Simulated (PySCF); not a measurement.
PAs3SSSe nortricyclane, As3PS2Se.
Z-matrix (Å and degrees, PBE0-D3(BJ)/def2-SVP geometry), rows numbered from 1:
```
P 
S   1  2.1055
As  2  2.2399  1  105.24
As  3  2.4779  2  100.28  1   -29.71
S   1  2.1045  2  101.95  3    51.01
As  3  2.4739  2  101.76  1    31.53
Se  1  2.2565  2  102.09  3   -53.83
```

Method: TDDFT wB97X-D/def2-SVPD, vertical, gas phase, core orbitals frozen in the response in PySCF. The wB97X-D/def2-SVPD calculation is non-relativistic and has no spin–orbit coupling, an omission that weighs most on arsenic and selenium.

Kohn–Sham orbitals with the atoms that hold most of them (Löwdin shares over 4%, at most four atoms; ? is withheld):

| orbital | ε (eV) | atoms |
| --- | --- | --- |
| LUMO+2 | 0.20 | As6 28%, Se7 19%, As4 15%, As3 14% |
| LUMO+1 | 0.15 | As6 32%, As3 26%, As4 26%, Se7 6% |
| LUMO | -0.82 | ? |
| HOMO | ? | ? |
| HOMO-1 | -8.82 | As3 22%, As4 22%, As6 17%, S5 14% |
| HOMO-2 | -9.17 | S5 29%, S2 29%, Se7 22%, As6 11% |
| HOMO-3 | -9.42 | P1 38%, As6 17%, As4 15%, As3 14% |

Problem. Give the leading atoms of the HOMO.

Solution. Se7 (bonded to As and P) 36%; As6 (bonded to 2 As and Se) 18%; As4 (bonded to 2 As and S) 18%; As3 (bonded to 2 As and S) 17%. By element: arsenic 52%, selenium 36%.

Problem. Which atoms hold the LUMO, and with what shares?

Solution. Se7 (bonded to As and P) 19%; As6 (bonded to 2 As and Se) 17%; As3 (bonded to 2 As and S) 16%; As4 (bonded to 2 As and S) 16%. By element: arsenic 49%, selenium 19%.

Problem. What is the HOMO energy, and the HOMO–LUMO gap?

Solution. ε(HOMO) = -8.68 eV; the gap is 7.86 eV (0.2888 hartree).

Problem. The HOMO–LUMO gap is 7.86 eV. Where does the response calculation put the lowest singlet, and from which orbitals?

Solution. S1 is at 3.55 eV (f = 0.0007), 4.31 eV below the gap, made of HOMO→LUMO (97%). 

Problem. Give energy, strength and leading configuration of S1, S2 and S3, and follow the Löwdin shares of the leading atoms from the occupied to the empty orbital.

Solution. 
- S1 (3.55 eV, f 0.0007), HOMO→LUMO (97%): Se7 36% → 19%, As6 18% → 17%
- S2 (3.70 eV, f 0.0001), HOMO-1→LUMO (97%): As3 22% → 16%, As4 22% → 16%, Se7 at most 15% → 19%, As6 17% → 17%
- S3 (4.02 eV, f 0.0000), HOMO-2→LUMO (91%): S5 29% → at most 16%, S2 29% → at most 16%, Se7 22% → 19%, As6 11% → 17%

On Arm Neoverse V2, one thread, shared host, this took 79 s (grids of density and orbitals included) and 1.3 GiB of memory at its peak.

One conformer stands for the species.
